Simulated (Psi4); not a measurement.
C5H9O, charge +1, singlet, at a GFN2-xTB geometry; R2SCAN/STO-3G (Psi4).

Psi4 was given this input:
```
memory 2 GB

molecule mol {
1 1
O     1.983314   -0.639902   -0.027281
C     0.782455   -0.234074   -0.004646
C     0.316890    1.129092    0.268542
C    -1.167308    1.118337   -0.124280
C    -1.589159   -0.331791    0.126470
C    -0.342044   -1.136867   -0.256872
H     2.689350    0.019434    0.123154
H     0.410191    1.292084    1.352216
H     0.913370    1.909363   -0.209952
H    -1.754809    1.827614    0.451615
H    -1.271794    1.369787   -1.179698
H    -1.820520   -0.485856    1.180411
H    -2.461332   -0.615740   -0.455143
H    -0.343136   -1.359106   -1.333357
H    -0.232840   -2.106548    0.233721
}

set {
  basis sto-3g
  reference rks
  scf_type pk
  puream true
  d_convergence 1e-8
  dft_radial_points 99
  dft_spherical_points 590
}

energy('r2scan')
print_variables()
```

What the program printed (banner, timings and long lists left out):

```
   => Loading Basis Set <=

    Name: STO-3G
    Role: ORBITAL
    Keyword: BASIS

         ---------------------------------------------------------
                                   SCF
               by Justin Turney, Rob Parrish, Andy Simmonett
                          and Daniel G. A. Smith
                              RKS Reference
         ---------------------------------------------------------

  ==> Geometry <==

    Molecular point group: c1
    Full point group: C1

    Geometry (in Angstrom), charge = 1, multiplicity = 1:

       Center              X                  Y                   Z               Mass
    ------------   -----------------  -----------------  -----------------  -----------------
         O            1.938276487318    -0.618350361321    -0.025381906387    15.994914619570
         C            0.737417487318    -0.212522361321    -0.002746906387    12.000000000000
         C            0.271852487318     1.150643638679     0.270441093613    12.000000000000
         C           -1.212345512682     1.139888638679    -0.122380906387    12.000000000000
         C           -1.634196512682    -0.310239361321     0.128369093613    12.000000000000
         C           -0.387081512682    -1.115315361321    -0.254972906387    12.000000000000
         H            2.644312487318     0.040985638679     0.125053093613     1.007825032230
         H            0.365153487318     1.313635638679     1.354115093613     1.007825032230
         H            0.868332487318     1.930914638679    -0.208052906387     1.007825032230
         H           -1.799846512682     1.849165638679     0.453514093613     1.007825032230
         H           -1.316831512682     1.391338638679    -1.177798906387     1.007825032230
         H           -1.865557512682    -0.464304361321     1.182310093613     1.007825032230
         H           -2.506369512682    -0.594188361321    -0.453243906387     1.007825032230
         H           -0.388173512682    -1.337554361321    -1.331457906387     1.007825032230
         H           -0.277877512682    -2.084996361321     0.235620093613     1.007825032230

  Running in c1 symmetry.

  Rotational constants: A =      0.22619  B =      0.10769  C =      0.07851 [cm^-1]
  Rotational constants: A =   6781.03426  B =   3228.38920  C =   2353.60536 [MHz]
  Nuclear repulsion =  247.586128598662356

  Charge       = 1
  Multiplicity = 1
  Electrons    = 46
  Nalpha       = 23
  Nbeta        = 23

  ==> Algorithm <==

[...]
   @RKS iter   5:  -267.43756347312706   -3.23916e-04   2.12835e-04 ADIIS/DIIS
   @RKS iter   6:  -267.43760543131100   -4.19582e-05   1.57418e-05 DIIS
   @RKS iter   7:  -267.43760570276845   -2.71457e-07   1.98787e-06 DIIS
   @RKS iter   8:  -267.43760570622260   -3.45415e-09   6.90561e-07 DIIS
   @RKS iter   9:  -267.43760570668474   -4.62137e-10   5.05742e-08 DIIS
   @RKS iter  10:  -267.43760570668780   -3.06954e-12   7.21155e-09 DIIS
  Energy and wave function converged.

  ==> Post-Iterations <==

   Electrons on quadrature grid:
      Ntotal   =   45.9999973742 ; deviation = -2.626e-06

    Orbital Energies [Eh]
    ---------------------

    Doubly Occupied:

[...]
    Virtual:

[...]
      39A      0.368860

    Final Occupation by Irrep:
              A
    DOCC [    23 ]
    NA   [    23 ]
    NB   [    23 ]

  @RKS Final Energy:  -267.43760570668780

   => Energetics <=

    Nuclear Repulsion Energy =            247.5861285986623557
    One-Electron Energy =                -841.8681141838794701
    Two-Electron Energy =                 365.4257895915105792
    DFT Exchange-Correlation Energy =     -38.5814097129811984
    Empirical Dispersion Energy =           0.0000000000000000
    VV10 Nonlocal Energy =                  0.0000000000000000
    Total Energy =                       -267.4376057066878047

Computation Completed

Properties will be evaluated at   0.000000,   0.000000,   0.000000 [a0]

Properties computed using the SCF density matrix

 Multipole Moments:

 ------------------------------------------------------------------------------------
     Multipole            Electronic (a.u.)      Nuclear  (a.u.)        Total (a.u.)
 ------------------------------------------------------------------------------------

 L = 1.  Multiply by 2.5417464519 to convert [e a0] to [Debye]
 Dipole X            :          5.3578208           -4.0001101            1.3577107
 Dipole Y            :         -1.6642294            1.9141509            0.2499214
 Dipole Z            :         -0.0549895            0.1686777            0.1136883
 Magnitude           :                                                    1.3851946

 ------------------------------------------------------------------------------------

  Variable Map:
  ----------------------------------------------------------------------------
[...]
  Array Variable Map:
  ----------------------------------------------------------------------------
[...]
[...]
```
